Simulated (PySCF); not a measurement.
# EPR parameters of C3H4F3OS

C3H4F3OS (doublet state).
Structure used (GFN2-xTB), in Å, numbered top down from 1:
```
atom  x, y, z in Å
C1     1.9465    0.4475    0.3486
O2     0.5748    0.7482    0.4364
C3    -0.2753   -0.0442   -0.2637
S4     0.1481   -1.7105   -0.6034
C5    -1.7077    0.2715    0.0187
F6    -1.9365    1.5851    0.0062
F7    -2.1635   -0.1811    1.2133
F8    -2.5236   -0.2807   -0.9006
H9     2.4617    1.2418    0.8835
H10    2.2777    0.4187   -0.6934
H11    2.1602   -0.5190    0.8172
H12   -0.9612   -1.9781   -1.2887
```

The hyperfine couplings belong to this conformer and change with its torsions.

The species is `CO[C](S)C(F)(F)F` [radical].

The calculation used UKS B3LYP, pcH-1 on C F H O S, non-relativistic, mean-field spin-orbit, GIAO (PySCF 2.14.0). One conformer (not necessarily the lowest) at the GFN2-xTB geometry, without solvent, vibrations or thermal averaging. Couplings are sensitive to structure, and on GFN2-xTB geometries they can be far from those on DFT ones. No stability test was run, so a lower SCF solution isn't excluded.

```json
{
 "g1, g2, g3": "2.00199, 2.00397, 2.00734",
 "g_iso": "2.00443",
 "Form of g": "rhombic: the two nearest values differ by 37 % of g3 − g1",
 "⟨S²⟩": "0.7536 (exact 0.7500)"
}
```

Isotropic coupling and dipolar principal values T1 to T3, in G (MHz turned into gauss with g_iso; 10 G = 1 mT):

| atom | isotope | a_iso | of which spin–orbit | T1 | T2 | T3 | Mulliken spin population |
| --- | --- | --- | --- | --- | --- | --- | --- |
| C1 | 13C | -1.4 | 0.0 | -0.6 | -0.3 | 0.9 | -0.01 |
| O2 | 17O | -7.5 | 0.0 | -22.5 | 10.8 | 11.8 | 0.12 |
| C3 | 13C | 70.2 | 0.1 | -23.6 | -23.4 | 47.0 | 0.71 |
| S4 | 33S | 1.7 | -0.1 | -7.3 | -5.6 | 12.9 | 0.14 |
| C5 | 13C | -0.2 | 0.0 | -1.4 | -1.2 | 2.7 | 0.00 |
| F6 | 19F | 4.2 | 0.0 | -4.8 | -4.3 | 9.1 | 0.00 |
| F7 | 19F | 46.8 | 0.1 | -24.0 | -22.8 | 46.8 | 0.02 |
| F8 | 19F | 4.9 | 0.0 | -5.3 | -4.7 | 10.0 | 0.00 |
| H9 | 1H | -0.6 | 0.0 | -1.0 | -0.9 | 1.9 | 0.00 |
| H10 | 1H | 7.1 | 0.0 | -1.3 | -1.1 | 2.4 | 0.01 |
| H11 | 1H | 4.4 | 0.0 | -1.2 | -0.8 | 2.0 | 0.01 |
| H12 | 1H | 1.2 | 0.0 | -1.5 | -0.9 | 2.4 | 0.00 |

The largest Mulliken spin populations are on C3 (+0.71), S4 (+0.14) and O2 (+0.12). No atom but C3 exceeds +0.15. The angles at C3 add up to 350.6°, so it is slightly pyramidal.

Axes: g2 points within 13° of the C3–S4 bond and g3 points within 7° of the S4–H12 bond.

Under fast tumbling the dipolar parts average out, and these isotropic splittings remain: 3 × 19F (F6/F7/F8, I = 1/2, 4 lines) with 1.86 mT, 3 × 1H (H9/H10/H11, I = 1/2, 4 lines) with 0.37 mT and 1 × 1H (H12, I = 1/2, 2 lines) with 0.12 mT.

Class means assume fast exchange of nuclei equivalent by connectivity; if that motion is slow, each nucleus keeps its own coupling. The three 19F nuclei of mean +52.3 MHz run from 11.9 to 131.2 MHz in the frozen geometry. The three 1H nuclei of mean +10.2 MHz run from -1.6 to 19.9 MHz in the frozen geometry.

The 17O coupling of O2 (-21.1 MHz) shows only in satellite lines or after enrichment, since that isotope makes up about 0.038 % of natural oxygen.

The 13C coupling of C3 (197.0 MHz) shows only in satellite lines or after enrichment, since that isotope makes up about 1.07 % of natural carbon.

β density exceeds α density at some nuclei, such as C1 (-0.0034), spin density in bohr⁻³. In a single determinant that takes different orbitals for the two spins, that is spin polarisation.

Time: 31 s of wall time (with the writing of density and orbital grids); peak memory 0.89 GiB. Hardware: one thread, AMD EPYC 9R45 (x86_64), shared host.
